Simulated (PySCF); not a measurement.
CH5GaO2S, SMILES [OH][Ga]([S]C)[OH].

Coordinates come from a B3LYP-D3(BJ)/def2-SVP optimisation. The structure was generated by enumeration; whether it is a known compound was not checked. One conformer was computed; it need not be the lowest.

Method: B3LYP-D3(BJ)/def2-SVP in PySCF 2.14.0.

Frequencies are harmonic and unscaled.

Question: Estimate the vibrational spectrum. (The exact figures need the calculation; the answer reports its results.)

Answer: 
```
mode  ν (cm⁻¹)  IR (km/mol)  Raman (Å⁴/amu)  depolarisation   moving atoms (share of kinetic energy)
----  --------  -----------  --------------  --------------  ---------------------------------------
1           39          0.4             0.2            0.75                   H 67 %, S 14 %, C 10 %
2           77          1.5             0.2            0.75                   H 43 %, O 28 %, C 20 %
3          116          0.0             0.3            0.71          O 48 %, C 21 %, H 14 %, Ga 14 %
4          164          1.9             0.3            0.75                  H 54 %, Ga 22 %, O 20 %
5          176          7.2             0.3            0.75                  H 52 %, O 20 %, Ga 20 %
6          186         35.9             1.9            0.75                           O 70 %, H 15 %
7          220          1.5             3.6            0.50  C 33 %, S 22 %, Ga 20 %, H 15 %, O 11 %
8          283        233.3             2.7            0.75                           H 87 %, O 12 %
9          418         25.9            11.1            0.11                          S 69 %, Ga 21 %
10         667         70.8            11.8            0.06                          O 87 %, Ga 11 %
11         687         10.0            14.5            0.29                    C 60 %, S 31 %, H 8 %
12         715        172.4             1.7            0.58                          O 71 %, Ga 24 %
13         742        101.9             4.5            0.75                            H 90 %, O 8 %
14         814          5.6             0.7            0.74                            H 88 %, O 8 %
15         968          4.6             2.6            0.75                           H 85 %, C 14 %
16         992          7.9             3.4            0.73                           H 83 %, C 15 %
17        1342          9.7             2.7            0.74                           H 88 %, C 12 %
18        1461          5.5            16.9            0.72                                   H 96 %
19        1461          4.7            12.8            0.75                                   H 95 %
20        3053         24.2           149.1            0.04                                   H 98 %
21        3154          4.4           103.3            0.75                           H 90 %, C 10 %
22        3174          0.6            38.9            0.69                           H 90 %, C 10 %
23        3852         41.2           116.3            0.33                                   H 94 %
24        3857         72.5           224.7            0.27                                   H 94 %
```
